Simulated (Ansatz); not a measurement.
`O=P(O)(O)CCCCc1ccc(-c2ccc(-c3cccs3)s2)s1`, 40 atoms. Hardware: 2 threads of AMD EPYC 7R13 on a shared host and a share (18 GiB) of an NVIDIA H100 80GB HBM3.

Single mean-field runs in def2-SVP, def2-TZVP are fitted with def2-universal-jkfit.

Problem. How many basis functions does each of these Ansatz runs have, and roughly what does it cost? PBE-D4/def2-TZVP, charge 0 singlet, energy, from earlier orbitals; B3LYP-D4/6-31G, charge 0 singlet, energy; PBE0-D4/def2-TZVP, charge 1 doublet, energy, from earlier orbitals; HF/STO-3G, charge 0 singlet, energy; r2SCAN-D4/def2-TZVP, charge 0 singlet, energy, from earlier orbitals; PBE0-D4/def2-TZVP, charge -1 doublet at the geometry of the charge 0 singlet, energy; PBE-D4/def2-TZVP, charge 0 triplet at the geometry of the charge 0 singlet, energy, from earlier orbitals; ωB97M-V/def2-TZVP, charge 0 singlet, energy and forces, from earlier orbitals; PBE0-D4/def2-TZVP, charge 0 singlet, energy and forces, from earlier orbitals; revPBE-D4/def2-TZVP, charge 0 singlet, energy, from earlier orbitals; r2SCAN-D4/def2-SVP, charge 0 singlet, relaxation, 24 steps; HF/6-31G, charge 0 singlet, energy.

Solution. Other jobs shared the machine, so times can vary by a factor of up to 3. A dash marks memory too small to be measured apart from the calling script's.

```
                                                                                                      run  functions  fitting or Cholesky vectors  wall time  peak host memory (GiB)
                                                                      HF/STO-3G, charge 0 singlet, energy        148                         2016      5.5 s                       –
                                                                       HF/6-31G, charge 0 singlet, energy        257                         3361        8 s                       –
                                     revPBE-D4/def2-TZVP, charge 0 singlet, energy, from earlier orbitals        839                         2249      8.5 s                       –
                                                                 B3LYP-D4/6-31G, charge 0 singlet, energy        257                         3361       10 s                       –
                                        PBE-D4/def2-TZVP, charge 0 singlet, energy, from earlier orbitals        839                         2249       10 s                       –
PBE-D4/def2-TZVP, charge 0 triplet at the geometry of the charge 0 singlet, energy, from earlier orbitals        839                         2249       12 s                       –
                                     r2SCAN-D4/def2-TZVP, charge 0 singlet, energy, from earlier orbitals        839                         2249       13 s                       –
                                       PBE0-D4/def2-TZVP, charge 1 doublet, energy, from earlier orbitals        839                         2249       14 s                       –
                            PBE0-D4/def2-TZVP, charge 0 singlet, energy and forces, from earlier orbitals        839                         2249       16 s                     1.4
                     PBE0-D4/def2-TZVP, charge -1 doublet at the geometry of the charge 0 singlet, energy        839                         2249       22 s                     1.4
                            ωB97M-V/def2-TZVP, charge 0 singlet, energy and forces, from earlier orbitals        839                         2249       25 s                     1.6
                                               r2SCAN-D4/def2-SVP, charge 0 singlet, relaxation, 24 steps        423                         2249    2.5 min                       –
```
